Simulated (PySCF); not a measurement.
A calculated (BP86, PySCF 2.14, def2-TZVP, the non-relativistic Hamiltonian (point nucleus)) atom or ion has these occupied shells.

| shell | electrons | orbital energy (eV) | rms radius, mean of both spins (bohr) |
| --- | --- | --- | --- |
| 1s α | 1 | -2770.6 | 0.106 |
| 1s β | 1 | -2770.0 | 0.106 |
| 2s α | 1 | -278.90 | 0.485 |
| 2s β | 1 | -278.34 | 0.485 |
| 2p α | 3 | -219.69 | 0.454 |
| 2p β | 3 | -218.90 | 0.454 |
| 3s α | 1 | -46.216 | 1.56 |
| 3s β | 1 | -42.355 | 1.56 |
| 3p α | 3 | -33.104 | 1.71 |

Q: Name the element and its charge.

A: Cl²⁺ (chlorine, charge +2), in [Ne] 3s2 3p3, high-spin 4S determinant.
